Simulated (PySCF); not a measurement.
Geometry:
| atom | x (Å) | y (Å) | z (Å) |
| --- | --- | --- | --- |
| C1 | -0.741 | -0.304 | -1.066 |
| C2 | -1.131 | 0.879 | -0.168 |
| Si3 | 0.406 | 1.462 | 0.805 |
| Si4 | 1.437 | -0.641 | 0.684 |
| C5 | -0.017 | -1.411 | -0.285 |
| H6 | -1.635 | -0.714 | -1.566 |
| H7 | -0.084 | 0.056 | -1.878 |
| H8 | -1.581 | 1.697 | -0.752 |
| H9 | -1.891 | 0.559 | 0.566 |
| H10 | 1.145 | 2.543 | 0.080 |
| H11 | 0.070 | 1.959 | 2.175 |
| H12 | 2.701 | -0.647 | -0.120 |
| H13 | 1.702 | -1.332 | 1.983 |
| H14 | -0.706 | -1.867 | 0.448 |
| H15 | 0.317 | -2.222 | -0.951 |

Geometry: PBE0-D3(BJ)/def2-SVP; GIAO shifts from PySCF, gas phase, non-relativistic, averaged over equivalent atoms.

At PBE0/pcSseg-1 (149 basis functions, 13 s wall time on 1 thread of an Arm Neoverse V1, shared host):
| atoms | δ (ppm) |
| --- | --- |
| C1 | 27.5 |
| C2/C5 | 11.7 |
| Si3/Si4 | -65.7 |
| H10/H11/H12/H13 | 3.79 |
| H6/H7 | 1.62 |
| H8/H9/H14/H15 | 0.87 |

Referencing at the same level of theory: TMS for $^{13}$C (σref 184.41) and $^{29}$Si (σref 351.99) and $^{1}$H (σref 31.27).

Q: Estimate the result of repeating the calculation with wB97X-D/pcSseg-2.

A: 
```csv
atoms,δ at wB97X-D/pcSseg-2,change
C1,28.0,+0.5
C2/C5,12.0,+0.3
Si3/Si4,-67.8,-2.1
H10/H11/H12/H13,3.83,+0.04
H6/H7,1.66,+0.04
H8/H9/H14/H15,0.86,-0.01
```

δ = σ(ref) − σ, references computed at the same level: TMS for $^{13}$C (σref 184.42) and $^{29}$Si (σref 340.70) and $^{1}$H (σref 31.36).

The largest change is at Si3/Si4 (silicon bonded to C, Si, 2 H, in a 5-membered ring). Cost: 334 basis functions, 68 s wall time on 1 thread of an Arm Neoverse V1, shared host.
